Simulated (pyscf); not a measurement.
**H₂N–Si:–Cl (SMILES N[Si]Cl), singlet**

Gas-phase minimum from PySCF at ωB97X-D3(BJ)/def2-SVP, one conformer. Other isomers of H₂N–Si:–Cl [singlet] were not searched in full and may lie lower. 

```
N
H 1 1.0164
H 1 1.0173 2 112.89
Si 1 1.7111 2 121.61 3 -179.95
Cl 4 2.1114 1 97.61 2 179.96
```
Charge 0, spin multiplicity 1.

Properties at ωB97X-D3(BJ)/def2-SVP:

| Quantity | Value |
|---|---|
| Harmonic wavenumbers, unscaled | 265, 504, 529, 559, 763, 893, 1534, 3588, 3698 cm⁻¹ |
| Zero-point energy | 17.6 kcal/mol |
| Rotational symmetry number | 1 |
| Entropy of this conformer at 298 K and 1 atm, rigid rotor and harmonic oscillator, modes under 100 cm⁻¹ raised to 100 | 281.3 J/(mol K) |
| Dipole moment | 2.87 D |

Single-point totals, which compare only within one level (frozen core for MP2 and CC):

```tsv
level	total energy (hartree)
ωB97X-D3(BJ)/def2-TZVP	-805.79317
PBE/def2-TZVP	-805.35080
r²SCAN/def2-TZVP	-805.66160
B3LYP-D3(BJ)/def2-TZVP	-805.79637
PBE0-D3(BJ)/def2-TZVP	-805.41722
M06-2X/def2-TZVP	-805.69629
ωB97M-D3(BJ)/def2-TZVP	-805.86397
HF/def2-TZVPP	-804.15228
MP2/def2-TZVPP	-804.65598
CCSD/def2-TZVPP	-804.68857
CCSD(T)/def2-TZVPP	-804.71182
```

The CCSD(T) − MP2 part came from Ansatz, without density fitting, on the same reference.
